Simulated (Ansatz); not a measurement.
HO₂, SMILES [O]O, multiplicity 2.

Geometry optimised at B3LYP-D3(BJ)/def2-TZVPD. The isomer is the one that the SMILES or the coordinates give; other isomers of the formula were not compared.

Two levels are set side by side: PBE/def2-TZVPD (Ansatz, a program for electronic structure) and ωB97X-V/def2-TZVPD (Ansatz). Energy differences of separate SCF runs at the same geometry; the states with an electron removed or added have multiplicity 3 and 1. Differences are taken from unrounded values.

```tsv
quantity	ωB97X-V
vertical ionisation energy (eV)	11.59
vertical electron affinity (eV)	0.44
```

What does PBE give, and how far is it from ωB97X-V? (Estimate from the structure and the level; the computed values follow.)


```json
[
 {"quantity": "vertical ionisation energy (eV)", "PBE": "11.42", "PBE minus ωB97X-V": "-0.18"},
 {"quantity": "vertical electron affinity (eV)", "PBE": "0.44", "PBE minus ωB97X-V": "0.00"}
]
```

On these quantities the two levels nearly agree.
